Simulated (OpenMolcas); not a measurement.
## Pd4+ in a point-charge field

Pd4+ among 6 point charges of -1.5 e arranged as a tetragonal octahedron (D4h), 2.02 Å from the ion, with the axial distance 2.343 Å.

* Program: OpenMolcas
* Method: CASSCF
* Basis: ANO-RCC-VDZP [6s5p3d1f]
* Scalar Hamiltonian: DKH2, point nucleus
* Active space: 6 electrons in 5 orbitals (4d)
* State averaging: 2S+1 = 5 even, 5 roots; 2S+1 = 3 even, 45 roots; 2S+1 = 1 even, 50 roots
* Spin-orbit coupling: state interaction with AMFI integrals over the reference wave functions

The lowest spin-free states (labels of D4, the rotations of D4h), above the lowest:

```
State  Degeneracy  E (cm-1)  Free-ion L (%)
   5E           2       0.0         D (100)
  5A1           1      2141         D (100)
  5B2           1      2648         D (100)
  5B1           1      7155         D (100)
   3E           2     19344          H (68)
  3B2           1     20617          H (62)
  3A2           1     20932          H (78)
  3A2           1     21687          H (57)
   3E           2     21813          H (89)
   3E           2     22524          H (67)
  3B1           1     23485          H (71)
  3A1           1     23879          H (95)
   3E           2     25013          P (42)
  3B2           1     25450          H (36)
  3A2           1     25866          P (66)
   3E           2     26623          F (32)
  3B1           1     26856          F (81)
   3E           2     27122          F (47)
  1A1           1     27817          I (54)
   3E           2     28152          G (52)
```

The lowest levels with spin-orbit coupling:

```csv
E (cm-1),Degeneracy,Label,2S+1,g
0.0,1,B2,5,
90.7,2,E,5,0.00 0.00 3.51
127.7,1,B1,5,
200.1,2,E,5,0.00 0.00 3.61
204.7,1,A1,5,
1717,1,A2,5,
1984,2,E,5,0.00 0.00 5.05
3096,1,A1,5,
3157,1,A2,5,
3769,1,B2,5,
3893,1,B1,5,
3993,2,E,5,0.00 0.00 4.15
4431,1,B2,5,
4511,2,E,5,0.00 0.00 2.65
4567,1,A1,5,
8616,1,B1,5,
8740,2,E,5,0.00 0.00 2.39
9050,1,A1,5,
9065,1,A2,5,
19033,1,B1,3,
```

Powder χT (cm3 K/mol): 0.148 at 2 K, 0.739 at 10 K, 3.25 at 50 K, 4.38 at 100 K, 4.82 at 200 K, 4.92 at 300 K. The effective moment at 300 K is 2.828 √(χT) = 6.27 μB.

The lowest level has 2S+1 = 5, for which the spin-only value is χT = S(S+1) / 2 = 3.000 cm3 K/mol (g = 2). The computed 4.915 at 300 K differs by +1.915, through orbital momentum, spin-orbit coupling and any other state in reach.

An orbital doublet at a regular site is open to a Jahn-Teller distortion, which this geometry leaves out. Without dynamic correlation the repulsion within the d shell is too large (B by tens of per cent), so at a given field states of lower spin stand too high. Point charges give a weaker field than real ligands, and real ions of this kind are as a rule low spin; the high spin found here belongs to the model. Point charges carry no covalency, so the field is a model and not that of real ligands. No measured value stands beside these numbers.

With an even number of electrons the g values are those of a degenerate or nearly degenerate non-Kramers pair.
